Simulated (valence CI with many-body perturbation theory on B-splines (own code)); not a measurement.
**E1 transitions of Bi**

Computed by relativistic CI+MBPT: five valence electrons over a frozen Dirac-Fock core [Xe] 4f14 5d10, radial functions for each j: 11 s, 11 p, 10 d, 8 f, 5 g, 2 h, with the one-electron correlation potential Σ1 (screened to all orders), the two-electron term Σ2, the three-electron term Σ3, Breit, model QED; selected single and double excitations, second order for the rest, scaled by the run's own slope (own B-spline code, finite nucleus).

Set against measurement, 16 paired levels are off by 325 cm⁻¹ on average, the worst by 714. These come from a selection out of the NIST Handbook of Basic Atomic Spectroscopic Data. Levels without a partner in it may be off by more. Among the levels kept, up to 920 cm⁻¹ of a level comes from second order outside the variational space, and about a tenth of that is noise between levels of different J, which matters for small intervals.

Lines 151 to 200 of 212 in falling wavelength, among levels below 6.883 eV, chosen from the strongest by gf and those to the six lowest levels. Wavelengths and rates use the calculated energies, so an error of 300 cm⁻¹ moves a line at 4615 Å by 1.4 % and its rate by three times that or more. Electric multipoles are in the length gauge, E1 and E2 with the static RPA response of the core. Weak lines are less certain than strong ones. Lines between different terms over intervals too small for the method are left out, as are lines whose strength nearly cancels and 8 of this kind that miss the measured wavelength by over 7 %. The highest levels of a list are the least certain.

Levels are named by their leading jj configuration (3d3/2^4 stands for four electrons in 3d with j = 3/2), which in mixed levels can hold well under half, so a name can repeat and another be missing. Letters in brackets count levels of one name in rising energy.

```csv
λ vac (Å),λ from measured levels,Upper,Lower,A (s⁻¹),S (a.u.)
4712,,(6s^2 6p1/2^2 9d5/2) J=5/2,(6s^2 6p3/2^3) J=3/2,2.94e+02,9.10e-05
4682,,(6s^2 6p1/2 6p3/2 7p1/2) J=1/2,(6s^2 6p1/2^2 7s) J=1/2,1.50e+05,1.52e-02
4635,,(6s^2 6p1/2^2 11s) J=1/2,(6s^2 6p3/2^3) J=3/2,5.42e+03,5.32e-04
4615,4494,(6s^2 6p1/2^2 6d3/2) J=3/2,(6s^2 6p1/2 6p3/2^2) J=1/2,5.52e+03,1.07e-03
4541,,(6s^2 6p1/2 6p3/2 7p1/2) J=3/2,(6s^2 6p1/2^2 7s) J=1/2,3.33e+03,6.15e-04
4493,,(6s^2 6p1/2^2 10p1/2) J=1/2,(6s^2 6p1/2^2 7s) J=1/2,5.52e+03,4.94e-04
4446,,(6s^2 6p1/2^2 10p3/2) J=3/2,(6s^2 6p1/2^2 7s) J=1/2,6.85e+05,1.19e-01
4350,4310,(6s^2 6p1/2 6p3/2 7s) J=3/2 [a],(6s^2 6p1/2 6p3/2^2) J=1/2,3.71e+05,6.03e-02
4159,4123,(6s^2 6p1/2 6p3/2 7s) J=1/2,(6s^2 6p1/2 6p3/2^2) J=1/2,1.64e+07,1.17e+00
4025,3889,(6s^2 6p1/2^2 8s) J=1/2,(6s^2 6p1/2 6p3/2^2) J=1/2,3.59e+06,2.31e-01
3633,3597,(6s^2 6p1/2 6p3/2 7s) J=3/2 [b],(6s^2 6p1/2 6p3/2^2) J=1/2,1.80e+07,1.71e+00
3581,3512,(6s^2 6p1/2^2 6d3/2) J=3/2,(6s^2 6p1/2 6p3/2^2) J=5/2,5.27e+06,4.78e-01
3482,3406,(6s^2 6p1/2^2 7d3/2) J=3/2,(6s^2 6p1/2 6p3/2^2) J=1/2,3.07e+06,2.55e-01
3469,3404,(6s^2 6p1/2^2 6d5/2) J=5/2,(6s^2 6p1/2 6p3/2^2) J=5/2,4.60e+03,5.69e-04
3419,3398,(6s^2 6p1/2 6p3/2 7s) J=3/2 [a],(6s^2 6p1/2 6p3/2^2) J=5/2,1.52e+07,1.20e+00
3366,,(6s^2 6p1/2^2 9s) J=1/2,(6s^2 6p1/2 6p3/2^2) J=1/2,3.83e+03,1.44e-04
3137,3078,(6s^2 6p1/2^2 6d3/2) J=3/2,(6s^2 6p1/2 6p3/2^2) J=3/2,1.47e+06,8.94e-02
3121,,(6s^2 6p1/2^2 10s) J=1/2,(6s^2 6p1/2 6p3/2^2) J=1/2,2.67e+04,8.02e-04
3100,3069,(6s^2 6p1/2^2 7s) J=1/2,(6s^2 6p1/2^2 6p3/2) J=3/2,1.71e+08,5.02e+00
3051,2994,(6s^2 6p1/2^2 6d5/2) J=5/2,(6s^2 6p1/2 6p3/2^2) J=3/2,8.57e+06,7.21e-01
3044,3026,(6s^2 6p1/2 6p3/2 7s) J=5/2,(6s^2 6p1/2 6p3/2^2) J=5/2,7.34e+07,6.13e+00
3035,,(6s^2 6p1/2^2 9d3/2) J=3/2,(6s^2 6p1/2 6p3/2^2) J=1/2,3.89e+04,2.14e-03
3013,2990,(6s^2 6p1/2 6p3/2 7s) J=3/2 [a],(6s^2 6p1/2 6p3/2^2) J=3/2,5.01e+07,2.70e+00
3000,,(6s^2 6p1/2^2 11s) J=1/2,(6s^2 6p1/2 6p3/2^2) J=1/2,3.94e+04,1.05e-03
2961,2939,(6s^2 6p1/2 6p3/2 7s) J=3/2 [b],(6s^2 6p1/2 6p3/2^2) J=5/2,1.25e+08,6.40e+00
2919,2899,(6s^2 6p1/2 6p3/2 7s) J=1/2,(6s^2 6p1/2 6p3/2^2) J=3/2,1.64e+08,4.02e+00
2859,2810,(6s^2 6p1/2^2 7d3/2) J=3/2,(6s^2 6p1/2 6p3/2^2) J=5/2,2.32e+07,1.07e+00
2853,2781,(6s^2 6p1/2^2 8s) J=1/2,(6s^2 6p1/2 6p3/2^2) J=3/2,5.98e+07,1.37e+00
2852,2799,(6s^2 6p1/2^2 7d5/2) J=5/2,(6s^2 6p1/2 6p3/2^2) J=5/2,9.47e+05,6.50e-02
2717,2698,(6s^2 6p1/2 6p3/2 7s) J=5/2,(6s^2 6p1/2 6p3/2^2) J=3/2,5.35e+06,3.18e-01
2659,,(6s^2 6p1/2^2 8d3/2) J=3/2,(6s^2 6p1/2 6p3/2^2) J=5/2,5.11e+05,1.90e-02
2653,,(6s^2 6p1/2^2 8d5/2) J=5/2,(6s^2 6p1/2 6p3/2^2) J=5/2,3.21e+05,1.78e-02
2651,2629,(6s^2 6p1/2 6p3/2 7s) J=3/2 [b],(6s^2 6p1/2 6p3/2^2) J=3/2,3.55e+07,1.31e+00
2628,,(5g7/2 6s^2 6p1/2^2) J=7/2,(6s^2 6p1/2 6p3/2^2) J=5/2,3.09e+03,2.22e-04
2569,2525,(6s^2 6p1/2^2 7d3/2) J=3/2,(6s^2 6p1/2 6p3/2^2) J=3/2,1.23e+07,4.13e-01
2563,2516,(6s^2 6p1/2^2 7d5/2) J=5/2,(6s^2 6p1/2 6p3/2^2) J=3/2,2.20e+06,1.09e-01
2551,,(6s^2 6p1/2^2 9d3/2) J=3/2,(6s^2 6p1/2 6p3/2^2) J=5/2,3.55e+04,1.16e-03
2549,,(6s^2 6p1/2^2 9d5/2) J=5/2,(6s^2 6p1/2 6p3/2^2) J=5/2,2.05e+05,1.01e-02
2535,,(6s^2 6p1/2^2 6g7/2) J=7/2,(6s^2 6p1/2 6p3/2^2) J=5/2,2.88e+04,1.85e-03
2505,,(6s^2 6p1/2^2 9s) J=1/2,(6s^2 6p1/2 6p3/2^2) J=3/2,1.44e+06,2.24e-02
2406,,(6s^2 6p1/2^2 8d3/2) J=3/2,(6s^2 6p1/2 6p3/2^2) J=3/2,7.96e+05,2.19e-02
2401,,(6s^2 6p1/2^2 8d5/2) J=5/2,(6s^2 6p1/2 6p3/2^2) J=3/2,4.08e+05,1.67e-02
2367,,(6s^2 6p1/2^2 10s) J=1/2,(6s^2 6p1/2 6p3/2^2) J=3/2,5.01e+05,6.55e-03
2317,,(6s^2 6p1/2^2 9d3/2) J=3/2,(6s^2 6p1/2 6p3/2^2) J=3/2,2.50e+05,6.14e-03
2316,,(6s^2 6p1/2^2 9d5/2) J=5/2,(6s^2 6p1/2 6p3/2^2) J=3/2,1.26e+05,4.63e-03
2300,2277,(6s^2 6p1/2^2 6d3/2) J=3/2,(6s^2 6p1/2^2 6p3/2) J=3/2,2.67e+07,6.42e-01
2297,,(6s^2 6p1/2^2 11s) J=1/2,(6s^2 6p1/2 6p3/2^2) J=3/2,2.00e+05,2.39e-03
2253,2231,(6s^2 6p1/2^2 6d5/2) J=5/2,(6s^2 6p1/2^2 6p3/2) J=3/2,2.31e+08,7.81e+00
2232,2229,(6s^2 6p1/2 6p3/2 7s) J=3/2 [a],(6s^2 6p1/2^2 6p3/2) J=3/2,1.12e+08,2.46e+00
2181,2178,(6s^2 6p1/2 6p3/2 7s) J=1/2,(6s^2 6p1/2^2 6p3/2) J=3/2,4.80e+04,4.91e-04
```
